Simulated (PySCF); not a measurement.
Molecule: SMILES O=C1CCC(=O)N1, C$_{4}$H$_{5}$NO$_{2}$.

Molfile (atoms numbered from 1):
```
C4H5NO2
     RDKit          3D

 12 12  0  0  0  0  0  0  0  0999 V2000
   -2.0295    1.1906   -1.1024 O   0  0  0  0  0  0  0  0  0  0  0  0
   -1.0450    0.7454   -0.5783 C   0  0  0  0  0  0  0  0  0  0  0  0
   -0.6515   -0.7141   -0.4167 C   0  0  0  0  0  0  0  0  0  0  0  0
    0.6837   -0.6986    0.3216 C   0  0  0  0  0  0  0  0  0  0  0  0
    1.0062    0.7693    0.5498 C   0  0  0  0  0  0  0  0  0  0  0  0
    1.9691    1.2373    1.0938 O   0  0  0  0  0  0  0  0  0  0  0  0
   -0.0375    1.4979    0.0030 N   0  0  0  0  0  0  0  0  0  0  0  0
   -1.4564   -1.2313    0.1261 H   0  0  0  0  0  0  0  0  0  0  0  0
   -0.6038   -1.1723   -1.4157 H   0  0  0  0  0  0  0  0  0  0  0  0
    1.5121   -1.1508   -0.2434 H   0  0  0  0  0  0  0  0  0  0  0  0
    0.6596   -1.2035    1.2986 H   0  0  0  0  0  0  0  0  0  0  0  0
   -0.0621    2.5122    0.0261 H   0  0  0  0  0  0  0  0  0  0  0  0
  1  2  2  0
  2  3  1  0
  3  4  1  0
  4  5  1  0
  5  6  2  0
  5  7  1  0
  7  2  1  0
  3  8  1  0
  3  9  1  0
  4 10  1  0
  4 11  1  0
  7 12  1  0
M  END
```

Geometry PBE0-D3(BJ)/def2-SVP throughout; GIAO in PySCF 2.14.0 with density-fitted response routines, gas phase, one conformer, non-relativistic; equivalent atoms averaged; basis pcSseg-1.

For orientation, KT3 gives these absolute shieldings σ: O1/O6 -102.3, C2/C5 19.3, C3/C4 151.9, N7 70.3, H12 25.20, H8/H9/H10/H11 28.93 ppm.

A run gave: O1/O6 -103.9, C2/C5 18.0, C3/C4 152.8, N7 69.0, H12 25.10, H8/H9/H10/H11 28.78 ppm (absolute shieldings σ).

Question: Which functional was used in that run?
A. B97-2
B. KT2
C. BLYP
D. BP86
E. WP04

Answer: B. C2/C5 tells them apart best: KT2 gives 18.0, WP04 gives -5.8, BLYP gives 0.3, B97-2 gives 9.9, BP86 gives 5.7 ppm.
